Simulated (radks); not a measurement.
Neutral hydrogen inside a hard spherical wall (all orbitals vanish at R), configuration held at 1s1 and not refilled when levels cross. Method: non-relativistic Kohn-Sham, r2SCAN, spin-polarised, spherical densities, point nucleus; open shells are filled with parallel spins first; meta-GGA in the generalised Kohn-Sham scheme; computed with a radial shooting solver on a logarithmic mesh with Libxc functionals. Eigenvalues in eV for spin up, with the zero of energy where the potential of the charges vanishes at infinity; a dash marks a level that is unbound or too diffuse for the functional's potential to be trusted. A positive occupied level is held by the wall or, in an anion where self-interaction has pushed it up, behind a barrier. The pressure on the wall is -dE/dV.

| R (bohr) | E (hartree) | kinetic (hartree) | e(1s) | e(2s, empty) | e(2p, empty) | pressure (GPa) |
|---|---|---|---|---|---|---|
| free | -0.50017 | 0.500 | -8.026 | - | - | 0 |
| 20 | -0.50017 | 0.500 | -8.026 | - | - | < 0.0001 |
| 15 | -0.50017 | 0.500 | -8.026 | - | - | < 0.0001 |
| 10 | -0.50017 | 0.500 | -8.025 | 2.190 | 2.218 | < 0.0001 |
| 8 | -0.50013 | 0.501 | -8.019 | 3.291 | 2.852 | 0.00261 |
| 6 | -0.49922 | 0.508 | -7.935 | 6.405 | 4.517 | 0.0923 |
| 5 | -0.49600 | 0.527 | -7.709 | 10.322 | 6.543 | 0.573 |
| 3.5 | -0.46300 | 0.654 | -6.075 | 26.461 | 14.752 | 10.4 |
| 2.5 | -0.33318 | 0.987 | -1.087 | 61.085 | 32.301 | 97.9 |
| 2 | -0.12346 | 1.407 | 6.064 | 103.23 | 53.688 | 376 |
